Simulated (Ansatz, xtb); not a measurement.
Relative energy of two isomers of C2H6BrClSi

We compare I, `CC[Si@H](Cl)Br`, a singlet, with II, `C[Si](C)(Cl)Br`, a singlet. Both are isolated molecules in the gas phase, relaxed with B3LYP-D3(BJ)/def2-SVP, each in the lowest conformer that the search found.

Quicker runs give these differences E(II) − E(I): GFN2-xTB +22.9 kJ/mol; HF/STO-3G −58.2 kJ/mol (at GFN2-xTB geometries); r2SCAN-D4/def2-SVP −60.2 kJ/mol (at GFN2-xTB geometries).

**Question.** Estimate which is lower in electronic energy at CCSD(T)/def2-SVP + ΔMP2/def2-TZVPP, and by roughly how much.

**Answer.** The CCSD(T)/def2-SVP + ΔMP2/def2-TZVPP calculation puts structure II lower, by 60.6 kJ/mol.

Level by level:

```json
{"level": "GFN2-xTB", "geometry": "GFN2-xTB", "E(II) − E(I) (kJ/mol)": "+22.9", "departure from the last row (kJ/mol)": "+83.6", "job, with rough time for the two": "optimisation, 0.36 s"}
{"level": "HF/STO-3G", "geometry": "GFN2-xTB", "E(II) − E(I) (kJ/mol)": "−58.2", "departure from the last row (kJ/mol)": "+2.4", "job, with rough time for the two": "single point, 1.6 s"}
{"level": "r2SCAN-D4/def2-SVP", "geometry": "GFN2-xTB", "E(II) − E(I) (kJ/mol)": "−60.2", "departure from the last row (kJ/mol)": "+0.4", "job, with rough time for the two": "single point, 9 s"}
{"level": "B3LYP-D3(BJ)/def2-SVP", "geometry": "B3LYP-D3(BJ)/def2-SVP", "E(II) − E(I) (kJ/mol)": "−53.6", "departure from the last row (kJ/mol)": "+7.0", "job, with rough time for the two": "optimisation, 81 s"}
{"level": "HF/def2-SVP", "geometry": "B3LYP-D3(BJ)/def2-SVP", "E(II) − E(I) (kJ/mol)": "−52.6", "departure from the last row (kJ/mol)": "+8.0", "job, with rough time for the two": "part of the CCSD(T) run"}
{"level": "MP2/def2-SVP", "geometry": "B3LYP-D3(BJ)/def2-SVP", "E(II) − E(I) (kJ/mol)": "−52.8", "departure from the last row (kJ/mol)": "+7.9", "job, with rough time for the two": "part of the CCSD(T) run"}
{"level": "CCSD(T)/def2-SVP", "geometry": "B3LYP-D3(BJ)/def2-SVP", "E(II) − E(I) (kJ/mol)": "−48.5", "departure from the last row (kJ/mol)": "+12.2", "job, with rough time for the two": "single point"}
{"level": "CCSD(T)/def2-SVP + ΔMP2/def2-TZVPP", "geometry": "B3LYP-D3(BJ)/def2-SVP", "E(II) − E(I) (kJ/mol)": "−60.6", "departure from the last row (kJ/mol)": "", "job, with rough time for the two": "single point, 1.8 min"}
```

As drawn, II has 1 C–Si, 1 C–H in place of 1 C–C, 1 Si–H.

GFN2-xTB puts the two in the other order. The largest departure from CCSD(T)/def2-SVP + ΔMP2/def2-TZVPP is that of GFN2-xTB, 83.6 kJ/mol. The last row adds to CCSD(T) the change of the MP2 difference between the two basis sets, here −12.2 kJ/mol.

With thermal terms from frequencies at re-optimised GFN2-xTB minima (ideal gas, soft modes damped towards free rotors, one conformer each, 298.15 K, 1 atm): on the last row, ΔE + ΔZPE = −60.9, ΔH = −58.8, ΔG = −63.3 kJ/mol.

The correlated steps freeze 21 core orbitals; the filled d shell of Br is correlated, in a basis made for valence electrons. Mirror images aren't counted in ΔG. Run with Ansatz 0.2.0, xtb 6.7.1; the last row on 2 threads of Intel(R) Xeon(R) Processor @ 2.50GHz (Skylake/Cascade Lake) on a shared host.
